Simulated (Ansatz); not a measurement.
BiBr$_{3}$ (SMILES [Br][Bi]([Br])[Br]), singlet, geometry from GFN2-xTB (such geometries of metal compounds can be far from the true shape) (core potentials on Bi). Base run: BLYP/def2-TZVP in Ansatz (a quantum-chemistry and plane-wave program).

Geometry (Å):
```xyz
4

Bi     0.0016     0.0021     0.7646
Br    -1.6871    -1.4392    -0.5969
Br    -0.4033     2.1772    -0.6094
Br     2.0866    -0.7429    -0.6068
```
All else is at Ansatz's defaults.
Base energy -7937.30463 Eh.

Variants of this job, named by their change:

```tsv
change	ΔE vs base (kcal/mol)
base	0.000
point_charge = charge:1.0 position_ang:3.4902, 0.6909, 3.5866	4.69
final_grid = 14, 28, 59	0.000
lower_state_search = full	0.000
final_grid = 4, 8, 17	-0.021
forces = on	0.000
accuracy = high	0.000
lower_state_search = light	0.000
point_charge = charge:-1.0 position_ang:-3.4247, 3.8902, 0.5208	-3.53
final_grid = 10, 20, 41	0.000
fitting.mean_field = def2-universal-JKFIT	-0.028
```
